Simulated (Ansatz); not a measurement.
## Nudged elastic band run: AsH5OSi

The input (input.yaml):

```yaml
crystal:
  periodic: [false, false, false]
  atoms:
    - { symbol: O, position_ang: [-1.21952, 0.352636, -1.496881] }
    - { symbol: As, position_ang: [-0.511724, 1.258998, -0.050693] }
    - { symbol: Si, position_ang: [0.608943, -0.682157, 0.810208] }
    - { symbol: H, position_ang: [-2.160724, 0.61242, -1.520215] }
    - { symbol: H, position_ang: [0.780625, 1.733538, -0.760237] }
    - { symbol: H, position_ang: [1.628285, -0.262891, 1.838529] }
    - { symbol: H, position_ang: [1.287569, -1.447027, -0.29149] }
    - { symbol: H, position_ang: [-0.413444, -1.565506, 1.470781] }
basis:
  gaussian: { orbitals: def2-SVP }
hamiltonian:
  xc: pbe
neb:
  order_check: false
  images: 7
  f_tol: 0.05
  max_iterations: 60
  final_atoms:
    - { symbol: O, position_ang: [-1.16888847, -0.02914764, -2.14694893] }
    - { symbol: As, position_ang: [-0.55978389, 0.69666423, -0.79341439] }
    - { symbol: Si, position_ang: [0.55067453, -0.7724376, 0.75207058] }
    - { symbol: H, position_ang: [-1.57490831, 1.46843231, 0.08580243] }
    - { symbol: H, position_ang: [0.4623784, 1.83677898, -1.02760349] }
    - { symbol: H, position_ang: [1.09053494, 0.01755693, 1.91320815] }
    - { symbol: H, position_ang: [1.66235486, -1.44180368, 0.00030533] }
    - { symbol: H, position_ang: [-0.46235205, -1.77603252, 1.21658232] }
  initial_path:
    images:
      - { positions_ang: [[-1.21952, 0.352636, -1.496881], [-0.511724, 1.258998, -0.050693], [0.608943, -0.682157, 0.810208], [-2.160724, 0.61242, -1.520215], [0.780625, 1.733538, -0.760237], [1.628285, -0.262891, 1.838529], [1.287569, -1.447027, -0.29149], [-0.413444, -1.565506, 1.470781]] }
      - { positions_ang: [[-1.17924214, 0.26021351, -1.5386401], [-0.53547991, 1.19953111, -0.10078964], [0.60697495, -0.68246392, 0.80251908], [-2.16442541, 0.77810761, -1.41423478], [0.74897615, 1.70107615, -0.7852996], [1.57732015, -0.23136241, 1.84563508], [1.33704921, -1.43568946, -0.25414478], [-0.39116301, -1.58940159, 1.44495673]] }
      - { positions_ang: [[-1.13896428, 0.16779102, -1.5803992], [-0.55923582, 1.14006422, -0.15088628], [0.6050069, -0.68277084, 0.79483016], [-2.16812682, 0.94379522, -1.30825455], [0.7173273, 1.66861429, -0.8103622], [1.52635531, -0.19983382, 1.85274117], [1.38652942, -1.42435192, -0.21679955], [-0.36888201, -1.61329717, 1.41913245]] }
      - { positions_ang: [[-1.09868642, 0.07536852, -1.6221583], [-0.58299173, 1.08059734, -0.20098291], [0.60303886, -0.68307776, 0.78714124], [-2.17182824, 1.10948284, -1.20227433], [0.68567845, 1.63615244, -0.8354248], [1.47539046, -0.16830523, 1.85984725], [1.43600963, -1.41301438, -0.17945433], [-0.34660102, -1.63719276, 1.39330818]] }
      - { positions_ang: [[-1.05840856, -0.01705397, -1.6639174], [-0.60674764, 1.02113045, -0.25107955], [0.60107081, -0.68338469, 0.77945232], [-2.17552965, 1.27517045, -1.09629411], [0.6540296, 1.60369059, -0.86048741], [1.42442562, -0.13677664, 1.86695334], [1.48548985, -1.40167685, -0.14210911], [-0.32432002, -1.66108835, 1.36748391]] }
      - { positions_ang: [[-1.08602854, -0.02007739, -1.78467528], [-0.59500671, 0.94001389, -0.38666326], [0.58847174, -0.70564791, 0.77260689], [-2.02537431, 1.32348591, -0.80076997], [0.6061168, 1.66196269, -0.90226643], [1.34095295, -0.09819324, 1.87851704], [1.5297061, -1.41170855, -0.1065055], [-0.35882803, -1.68982439, 1.32975851]] }
      - { positions_ang: [[-1.11364851, -0.0231008, -1.90543316], [-0.58326577, 0.85889734, -0.52224697], [0.57587267, -0.72791114, 0.76576145], [-1.87521898, 1.37180138, -0.50524584], [0.558204, 1.72023478, -0.94404545], [1.25748028, -0.05960985, 1.89008075], [1.57392235, -1.42174026, -0.07090189], [-0.39333604, -1.71856044, 1.29203311]] }
      - { positions_ang: [[-1.14126849, -0.02612422, -2.02619105], [-0.57152483, 0.77778078, -0.65783068], [0.5632736, -0.75017437, 0.75891601], [-1.72506365, 1.42011684, -0.20972171], [0.5102912, 1.77850688, -0.98582447], [1.17400761, -0.02102646, 1.90164445], [1.6181386, -1.43177197, -0.03529828], [-0.42784404, -1.74729648, 1.25430772]] }
      - { positions_ang: [[-1.16888847, -0.02914764, -2.14694893], [-0.55978389, 0.69666423, -0.79341439], [0.55067453, -0.7724376, 0.75207058], [-1.57490831, 1.46843231, 0.08580243], [0.4623784, 1.83677898, -1.02760349], [1.09053494, 0.01755693, 1.91320815], [1.66235486, -1.44180368, 0.00030533], [-0.46235205, -1.77603252, 1.21658232]] }
```

Command:

```bash
$ ansatz run input.yaml --threads 2 --pin off --max-ram 3072MiB --backend cpu --events-out ev --progress --plain --runs-dir out
```

Output, in part (warnings, iteration lines, the closing report on the highest movable image, with atoms numbered from 0):

```
NEB end point (image 0): max|allowed force component| = 1.425e-2 eV/Å (the criterion of neb.relax_end_points is 1.000e-2)
NEB end point (image 8): max|allowed force component| = 9.575e-3 eV/Å (the criterion of neb.relax_end_points is 1.000e-2)
NEB iter   1: max|band force component| = 4.120e0 eV/Å  barrier→ = 3.9587 eV  barrier← = 2.5284 eV  Δτ_max = 0.2000 Å  (314 SCF iters)
NEB iter   2: max|band force component| = 3.108e0 eV/Å  barrier→ = 3.2844 eV  barrier← = 1.8542 eV  Δτ_max = 0.2000 Å  (222 SCF iters)
NEB iter   3: max|band force component| = 1.830e1 eV/Å  barrier→ = 3.1960 eV  barrier← = 1.7657 eV  Δτ_max = 0.0985 Å  (233 SCF iters)
NEB iter   4: max|band force component| = 1.785e0 eV/Å  barrier→ = 3.1696 eV  barrier← = 1.7393 eV  Δτ_max = 0.1446 Å  (198 SCF iters)
NEB iter   5: max|band force component| = 1.031e0 eV/Å  barrier→ = 3.1809 eV  barrier← = 1.7506 eV  Δτ_max = 0.0967 Å  (201 SCF iters)
NEB iter   6: max|band force component| = 4.320e-1 eV/Å  barrier→ = 3.1592 eV  barrier← = 1.7289 eV  CI = image 4  Δτ_max = 0.0722 Å  (196 SCF iters)
NEB iter   7: max|band force component| = 1.398e-1 eV/Å  barrier→ = 3.1550 eV  barrier← = 1.7247 eV  CI = image 4  Δτ_max = 0.0761 Å  (196 SCF iters)
NEB iter   8: max|band force component| = 1.522e-1 eV/Å  barrier→ = 3.1510 eV  barrier← = 1.7207 eV  CI = image 4  Δτ_max = 0.0181 Å  (196 SCF iters)
NEB iter   9: max|band force component| = 8.533e-2 eV/Å  barrier→ = 3.1506 eV  barrier← = 1.7203 eV  CI = image 4  Δτ_max = 0.0161 Å  (191 SCF iters)
NEB iter  10: max|band force component| = 1.410e-1 eV/Å  barrier→ = 3.1505 eV  barrier← = 1.7202 eV  CI = image 4  Δτ_max = 0.0055 Å  (191 SCF iters)
NEB iter  11: max|band force component| = 1.174e-2 eV/Å  barrier→ = 3.1505 eV  barrier← = 1.7202 eV  CI = image 4  Δτ_max = 0.0000 Å  (352 SCF iters)
Total energy: -70816.85757955 eV, -2602.4715146582 hartree
Atom 0 at    -1.297274     0.168040    -1.960040 Å, force     0.000166     0.002056     0.004764 eV/Å
Atom 1 at    -0.532764     0.836479    -0.531665 Å, force     0.003771    -0.005874    -0.000963 eV/Å
Atom 2 at     0.645364    -0.768760     0.843330 Å, force     0.001713    -0.001167     0.005357 eV/Å
Atom 3 at    -2.002424     1.170928    -0.815277 Å, force    -0.008000     0.003374    -0.002792 eV/Å
Atom 4 at     0.594483     1.858918    -0.861688 Å, force     0.001875     0.001600    -0.003817 eV/Å
Atom 5 at     1.408479    -0.039631     1.915333 Å, force    -0.001368    -0.001303     0.001600 eV/Å
Atom 6 at     1.573617    -1.556011    -0.039793 Å, force     0.001564     0.000807    -0.001651 eV/Å
Atom 7 at    -0.389471    -1.669952     1.449801 Å, force     0.000278     0.000507    -0.002498 eV/Å
Dipole moment:     0.262460     0.162738     0.602262 e Å
```

The run converged. Neighbouring images differ by up to 1.5 eV, so the band resolves the path poorly. A vibrational analysis at the climbing image gives one clearly imaginary mode, 1267i cm⁻¹: a first-order saddle point. The orbitals stay closed-shell, which can raise the energy where a bond breaks towards radicals; this wasn't checked here.

Final band (atoms are numbered from 1 in the order of the input):

```
image  path coordinate (Å)  energy (eV)  O1–H4 (Å)  As2–H4 (Å)
    0                 0.00         0.00       0.98        2.30
    1                 0.43         0.02       0.98        2.28
    2                 0.86         0.32       0.98        2.04
    3                 1.30         1.80       1.18        1.70
    4                 1.73         3.15       1.68        1.53
    5                 2.12         2.38       2.12        1.51
    6                 2.52         1.61       2.51        1.54
    7                 2.91         1.44       2.71        1.55
    8                 3.31         1.43       2.72        1.55
```

The run took 40 s on 2 threads of AMD EPYC 9R45 96-Core Processor (Zen 5), on a shared host, peak memory 0.14 GiB.
